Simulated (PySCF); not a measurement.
What settings do to a single point of ReO3Br

The sound run of ReO3Br (singlet) uses PySCF 2.14.0, RKS B3LYP, Re def2-SVP with ECP60, O def2-SVP, Br def2-SVP; non-relativistic Hamiltonian with scalar-relativistic core potentials where named; density fitting; no spin-orbit coupling, grid (50, 194), threshold 1e-8 Eh and 55 cycles, at the relaxed geometry:

```xyz
5

Re    0.2765   -0.2765    0.2765
O     1.2628    0.7022    1.2628
O    -0.7022   -1.2628    1.2628
O     1.2628   -1.2628   -0.7022
Br   -1.1152    1.1152   -1.1152
```

There Re1 has a Mulliken charge of 1.12 e and the dipole about the centre of mass is 2.00 D. Each run below changes one thing and starts from free metal ions and neutral atoms unless it says otherwise; with 55 cycles, smearing, a level shift and second-order steps follow where DIIS fails, and their cycles count. Energy shifts count from the sound run.

| change | outcome | cycles | energy shift (eV) | largest force component (eV/Å) | charge on Re1 (e) | dipole about the centre of mass (D) |
| --- | --- | --- | --- | --- | --- | --- |
| start from a density of up to 30 smeared cycles (not counted) | converged | 7 | 0.0000 | 0.00 | 1.12 | 2.00 |
| grid (99, 590) | converged | 14 | -0.0012 | 0.01 | 1.12 | 2.00 |
| O2 put 0.5 Å from Re1, limit 93 cycles | converged | 13 | 950.61 | 3113.33 | 0.97 | 4.97 |
| cycle limit 5 | not converged | 5 | – | – | – | – |

Task: How does the run with this change end: all coordinates × 0.94?

Result: outcome converged, cycles 11, energy shift (eV) 1.43, largest force component (eV/Å) 5.00, charge on Re1 (e) 1.11, dipole about the centre of mass (D) 1.90.

Unsound on purpose, so not properties of the compound: O2 put 0.5 Å from Re1, limit 93 cycles.

Forces carry noise of the integration grid, about 0.01 to 0.03 eV/Å.
